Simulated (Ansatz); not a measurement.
Results of the Gaussian-basis code of Ansatz.

A structure relaxed at PBE0-D4/def2-TZVP, charge 0, multiplicity 1:

| atom | x (Å) | y (Å) | z (Å) |
| --- | --- | --- | --- |
| F1 | -0.117 | 1.492 | -1.599 |
| Al2 | 0.002 | 0.520 | -0.286 |
| S3 | -0.235 | -1.604 | -0.569 |
| Br4 | 0.399 | 1.435 | 1.713 |
| H5 | -0.049 | -1.843 | 0.742 |

Problem. Give its formula and SMILES.

Solution. AlBrFHS, `[F][Al]([SH])[Br]`.

Problem. Point group (tolerance 0.08 Å, 0.16 Å for H)?

Solution. Cs.

Problem. Summarise the bond lengths by kind.

Solution. 1 × Al–F 1.638 Å; 1 × Al–S 2.156 Å; 1 × Al–Br 2.234 Å; 1 × H–S 1.345 Å.
